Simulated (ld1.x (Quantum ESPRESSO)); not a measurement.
## Pt TM: all-electron and pseudo phase curves

ld1.x (Quantum ESPRESSO) 7.5 input, shortened:

```
&input
   title='Pt', zed=78., rel=1, dft='PZ', iswitch=3,
   config='[Xe] 4f14 5d9 6s0 6p0'
 /
 &inputp
   pseudotype=2, tm=.true., lloc=1,
   nlcc=.true., rcore=0.35
 /
3
5S  1  0   2.00   0.00  0.50  0.50  0.0
5D  3  2   9.00   0.00  1.75  1.75  0.0
5P  2  1   6.00   0.00  1.05  1.05  0.0
 &test
   configts(1)='5s2 5p6 5d9 6s0 6p0'
 /
```

The phase is arctan(r·u′/u) with u = r·R(r), unwrapped; energies in Ry, scanned from -10 to 5 Ry. A pole is an energy at which the radial function vanishes at the test radius. The pseudo phase is shifted by a multiple of π to meet the all-electron one at the reference energy, and phase errors are pseudo minus all-electron; the curves can meet again beyond the range given. Levels narrower than the energy grid can be missing from the lists of poles.

| channel | radius (bohr) | reference energy (Ry) | poles, all-electron | poles, pseudo | unbroken range about the reference energy with phases within 0.05 rad | phase error 1 Ry above the reference energy (rad) |
| --- | --- | --- | --- | --- | --- | --- |
| s | 1.89 | -8.12 | -7.91 | -7.89, -3.28 | -8.1 to -3.5 | +0.002 |
| p | 1.89 | -4.75 | -4.19 | -4.19 | below 1.8 | +0.000 |
| d | 1.89 | -1.07 | 0.71 | 0.70 | the whole range | +0.000 |

A Bessel basis up to 400 Ry misses an occupied level by 0.71 Ry, so cutoffs and ghosts were not judged.

Phases in the p channel:

| E (Ry) | all-electron | pseudo |
| --- | --- | --- |
| -10.00 | 1.371 | 1.371 |
| -9.52 | 1.362 | 1.362 |
| -9.04 | 1.352 | 1.352 |
| -8.56 | 1.340 | 1.340 |
| -8.08 | 1.325 | 1.325 |
| -7.60 | 1.306 | 1.306 |
| -7.12 | 1.279 | 1.279 |
| -6.64 | 1.239 | 1.238 |
| -6.16 | 1.166 | 1.165 |
| -5.68 | 0.985 | 0.985 |
| -5.20 | 0.062 | 0.067 |
| -4.72 | -1.306 | -1.303 |
| -4.24 | -1.558 | -1.557 |
| -3.76 | -1.651 | -1.650 |
| -3.28 | -1.704 | -1.704 |
| -2.80 | -1.742 | -1.742 |
| -2.32 | -1.775 | -1.776 |
| -1.84 | -1.807 | -1.808 |
| -1.36 | -1.841 | -1.842 |
| -0.88 | -1.878 | -1.881 |
| -0.40 | -1.923 | -1.927 |
| 0.08 | -1.980 | -1.986 |
| 0.56 | -2.056 | -2.066 |
| 1.04 | -2.164 | -2.182 |
| 1.52 | -2.328 | -2.361 |
| 2.00 | -2.592 | -2.652 |
| 2.48 | -3.002 | -3.099 |
| 2.96 | -3.492 | -3.595 |
| 3.44 | -3.883 | -3.960 |
| 3.92 | -4.131 | -4.184 |
| 4.40 | -4.286 | -4.325 |
| 4.88 | -4.388 | -4.418 |
